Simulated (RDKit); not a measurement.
Input for RDKit: MMFF94 on C2H5F3 (a complex), monomers drawn apart or pushed together.

```python
from rdkit import Chem
from rdkit.Chem import AllChem, rdDetermineBonds

blocks = [
'''5

C     0.08672985   -0.71236164   -0.22889416
F     0.32033012    0.51066980    0.40338687
H    -0.02825051   -1.47859878    0.53634464
H    -0.82289845   -0.62502595   -0.82320302
H     0.93838050   -0.93642624   -0.87133675
''',
'''5

F     0.02966648   -1.13104217    3.53148663
C     0.28470487    0.18254402    3.81386228
F     0.32654246    0.32360984    5.16887557
H    -0.52960498    0.78766747    3.41767528
H     1.25652809    0.44509763    3.39815658
''',
]
mol = None
for b in blocks:
    f = Chem.MolFromXYZBlock(b)
    rdDetermineBonds.DetermineBonds(f, charge=0)
    mol = f if mol is None else Chem.CombineMols(mol, f)
Chem.SanitizeMol(mol)
print(Chem.MolToSmiles(Chem.RemoveHs(mol)))
ff = AllChem.MMFFGetMoleculeForceField(mol, AllChem.MMFFGetMoleculeProperties(mol), nonBondedThresh=100.0, ignoreInterfragInteractions=False)
e = ff.CalcEnergy()
print(f'MMFF94 energy {e:.6f} kcal/mol')
```

The log:

```
CF.FCF
MMFF94 energy -1.298117 kcal/mol
```

The run finished.

Cost: about 0.04 core-seconds (a rough figure).
